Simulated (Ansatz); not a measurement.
C3H9FOSi, SMILES COC[Si@H](C)F.

The structure is a stationary point at TPSSh-D3(BJ)/def2-SVP. The structure was generated by enumeration; whether it is a known compound was not checked. One conformer was computed; it need not be the lowest.

Two levels are set side by side: PBE/def2-SVPD (Ansatz, a program for electronic structure) and CAM-B3LYP/def2-SVPD (Ansatz). Energy differences of separate SCF runs at the same geometry; the states with an electron removed or added have multiplicity 2 and 2. Differences are taken from unrounded values.

```json
[
 {"quantity": "vertical ionisation energy (eV)", "PBE": "9.54"},
 {"quantity": "vertical singlet–triplet gap (eV)", "PBE": "6.40"}
]
```

**Question.** These are the PBE values. What does CAM-B3LYP give? (An estimate is asked for; the answer gives what the named calculation found.)

**Answer.** 
```json
[
 {"quantity": "vertical ionisation energy (eV)", "CAM-B3LYP": "10.12", "PBE minus CAM-B3LYP": "-0.57"},
 {"quantity": "vertical singlet–triplet gap (eV)", "CAM-B3LYP": "7.07", "PBE minus CAM-B3LYP": "-0.67"}
]
```
